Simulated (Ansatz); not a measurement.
A series at Ti: from `[NH2][Ti]([NH2])([NH2])[NH2]`, ligands are replaced one by one, each step taking up HCl and setting free NH₃; n counts the steps. Ansatz, PBE0-D4/def2-TZVP geometries. Each molecule was computed in one conformer, which needn't be the lowest.

```tsv
n	molecule	HOMO energy, ωB97M-V/def2-TZVPP (eV)
0	`[NH2][Ti]([NH2])([NH2])[NH2]`	-9.21
1	`[NH2][Ti]([NH2])([NH2])[Cl]`	?
2	`[NH2][Ti]([NH2])([Cl])[Cl]`	-10.19
3	`[NH2][Ti]([Cl])([Cl])[Cl]`	-10.75
4	`[Cl][Ti]([Cl])([Cl])[Cl]`	-11.80
```

**Question.** By hand: fit a straight line y = ȳ + b (n − n̄) to the 4 given rows and predict n = 1.

**Answer.** n̄ = 2.250, ȳ = -10.488; Σ(n − n̄)(y − ȳ) = -5.442, Σ(n − n̄)² = 8.750, so b = -0.622 eV a step. Prediction: -10.488 + (-0.622) × (-1.250) = -9.71 eV.

**Question.** By hand: compare with the computed value, -9.93 eV, and give the steps along the whole series.

**Answer.** The line misses by -0.22 eV (computed minus predicted). Steps: -0.72, -0.26, -0.56, -1.05 eV.

The steps differ by up to 0.79 eV without a steady trend. The highest orbital can change its character along such a series. The miss is 8.5 % of the series' range.
